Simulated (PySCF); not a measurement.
TmSF at several levels of theory

Computed with PySCF 2.14.0 (density fitting, no spin-orbit coupling) at the geometry relaxed with PBE0:

```xyz
3
TmSF (singlet in the valence; each metal's 4f electrons, 12 of them, lie in its core potential, out of spins and levels)
Tm   -0.1752    0.0000   -0.3732
S     1.7986    0.0000    0.8168
F    -1.8130    0.0000    0.7155
```

```tsv
level	basis	state	HOMO (eV)	gap (eV)	charge on Tm1 (e)	population of f-type functions on Tm1 (polarisation alone where 4f lies in the core)	dipole about the centre of mass (D)	largest force component (eV/Å)
PBE0	Tm lcecp-1-SVP with ECP58, S def2-SVP, F def2-SVP	singlet	-5.97	3.06	0.79	0.04	7.91	0.01
HF	the same	singlet	-8.15	7.12	1.10	0.05	9.62	0.55
PBE0	Tm lcecp-1-TZVP with ECP58, S def2-TZVP, F def2-TZVP	singlet	-6.02	3.09	1.19	0.05	8.16	0.04
```

In the lcecp rows the 4f levels are missing from HOMO and gap, and the state counts the valence alone.

Charges are Mulliken's, which hang on the basis. The relaxation used the grid (50, 194), these runs (75, 302) or, all-electron (x2c bases, spin-free X2C Hamiltonian), (99, 590).

What does M06-L with Tm lcecp-1-SVP with ECP58, S def2-SVP, F def2-SVP give here?

state singlet, HOMO (eV) -4.94, gap (eV) 2.45, charge on Tm1 (e) 0.93, population of f-type functions on Tm1 (polarisation alone where 4f lies in the core) 0.04, dipole about the centre of mass (D) 8.02, largest force component (eV/Å) 0.33. Time: 2.8 s on 2 threads of Intel(R) Xeon(R) Platinum 8488C (Sapphire Rapids) (shared host), from an already converged density.

In the first row's basis the gap widens with exact exchange: 2.5 eV for M06-L (none); 3.1 eV for PBE0 (a fixed share); 7.1 eV for Hartree–Fock (rising or full at long range).

An lcecp potential fixes the number of 4f electrons, so in runs with it no electron can move into or out of that shell.
